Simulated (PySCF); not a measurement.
## Fine-structure interval of Br³⁰⁺ by level of theory

Br³⁰⁺ [He] 2s2 2p1 [2p1/2^1, M_J = 1/2] → Br³⁰⁺ [He] 2s2 2p1 [2p3/2^1, M_J = 3/2], as a difference of total energies. Computed with PySCF 2.14 in an even-tempered Gaussian basis (17 s from 11 bohr⁻², ratio 2.4; 12 p from 14 bohr⁻², ratio 2.4; 5 d from 48 bohr⁻², ratio 2.6; 4 f from 72 bohr⁻², ratio 2.6), with the two-component X2C-1e Hamiltonian. Correlated levels: nothing frozen; the 34 highest virtual spinors dropped. "Screened" scales the spin-orbit matrix elements by Boettger's factors to mimic the two-electron term; Breit and QED terms are absent.

| method | fine-structure interval (cm⁻¹) |
| --- | --- |
| GHF (screened spin-orbit) | 450700 |
| GMP2 (screened spin-orbit) | 447470 |
| GHF (bare spin-orbit) | 478540 |
